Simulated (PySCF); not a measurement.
An equivalent PySCF input for Li (lithium, neutral), [He] 2s1, 2S determinant, with no relativity, point nucleus:

```python
from pyscf import gto, scf, dft, mp, cc
import basis_set_exchange as bse
mol = gto.M(atom="Li 0 0 0", charge=0, spin=1, symmetry="D2h",
            basis=gto.basis.parse(bse.get_basis("aug-cc-pVQZ", elements=["Li"], fmt="nwchem", augment_diffuse=1)))
mf = dft.UKS(mol, xc="HSE06")
mf.irrep_nelec = {'Ag': (2, 1)}
mf.kernel()
```

It reaches the same state as the run whose output follows, with an energy that differs only through the grid. The run itself started from symmetry-adapted Hartree-Fock orbitals and held the occupation by maximum overlap, on a logarithmic radial grid, so the iterations belong to that start.

```
SCF conv_tol = 1e-09
number electrons alpha = 2  beta = 1
XC functionals = HSE06
    J. Heyd, G. E. Scuseria, and M. Ernzerhof.,  J. Chem. Phys. 118, 8207 (2003)
    J. Heyd, G. E. Scuseria, and M. Ernzerhof.,  J. Chem. Phys. 124, 219906 (2006)
    A. V. Krukau, O. A. Vydrov, A. F. Izmaylov, and G. E. Scuseria.,  J. Chem. Phys. 125, 224106 (2006)
cycle= 1 E= -7.4684230657264  delta_E= -0.000514  |g|= 0.00311  |ddm|= 0.209
cycle= 2 E= -7.46842684805289  delta_E= -3.78e-06  |g|= 0.00046  |ddm|= 0.0315
cycle= 3 E= -7.46842693647216  delta_E= -8.84e-08  |g|= 4.04e-05  |ddm|= 0.00523
cycle= 4 E= -7.46842694002881  delta_E= -3.56e-09  |g|= 4.07e-06  |ddm|= 0.0013
cycle= 5 E= -7.4684269400495  delta_E= -2.07e-11  |g|= 1.6e-07  |ddm|= 0.000115
converged SCF energy = -7.4684269400495  <S^2> = 0.75000124  2S+1 = 2.0000012
```
